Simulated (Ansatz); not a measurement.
Gas-phase electronic energies from Ansatz, PBE0-D4/def2-TZVP geometries. CCSD(T)/CBS is the MP2 limit (def2-TZVPP, def2-QZVPP) plus CCSD(T) − MP2 in def2-TZVPP, frozen cores. This one scheme is used for every species, atoms too. DFT in def2-TZVPP. Open shells (•) are unrestricted, without spin–orbit coupling. Spin–orbit coupling would lower the free atoms: a little for O; clearly for Ga. Bonds to Ga are less sure, by a few kJ/mol each and by 10 to 20 or more in all where they break to atoms, as the def2 sets lack core-valence functions. Scalar relativity is left out up to krypton. Each species was taken in one conformer, which may not be the lowest.

`[OH][GaH][GaH2]` → 2 Ga• + 4 H• + O•  (atomization)

`[OH][GaH][GaH2]`:

Z-matrix (Å, degrees):
```
Ga
Ga 1 2.462
O 1 1.800 2 112.4
H 1 1.580 2 133.0 3 -179.9
H 2 1.575 1 121.5 3 -90.1
H 2 1.575 1 121.5 3 90.3
H 3 0.960 1 113.9 2 179.9
```

CCSD(T)/CBS gives +1811.6 kJ/mol.

**Question.** Another level gave +1734.5 kJ/mol. Which?
A. revPBE-D4/def2-TZVPP
B. r2SCAN/def2-TZVPP
C. r2SCAN0/def2-TZVPP
D. PBE0/def2-TZVPP

**Answer.** A. revPBE-D4 1734.5, PBE0 1745.8, r2SCAN0 1763.6, r2SCAN 1800.0 kJ/mol.

Largest T1 diagnostic among the species: 0.015.

Leaving LDA and LC-ωPBE aside and taking each functional with its dispersion term where it has one, the values, not all of them listed here, spread over 87.1 kJ/mol, from BHLYP-D4 to B97M-V. LDA lies +280.8 kJ/mol from PBE without D4, its usual overbinding. From BLYP to BHLYP (50 % exact exchange), in def2-TZVPP and without D4, ΔE moves by −24.8 kJ/mol: exact exchange takes away binding that semilocal exchange gives to molecules. In def2-TZVPP, CCSD(T) changes the Hartree–Fock value by +531.6 kJ/mol (the triples alone add +25.4 kJ/mol) and MP2 by +546.6 kJ/mol; breaking electron pairs costs correlation energy, which Hartree–Fock lacks.

For atomizations the MP2-based limit and the directly extrapolated one differ by several kJ/mol either way, and by 10 to 25 for some Ge, Se and Sn compounds, so smaller differences from it don't rank the levels.
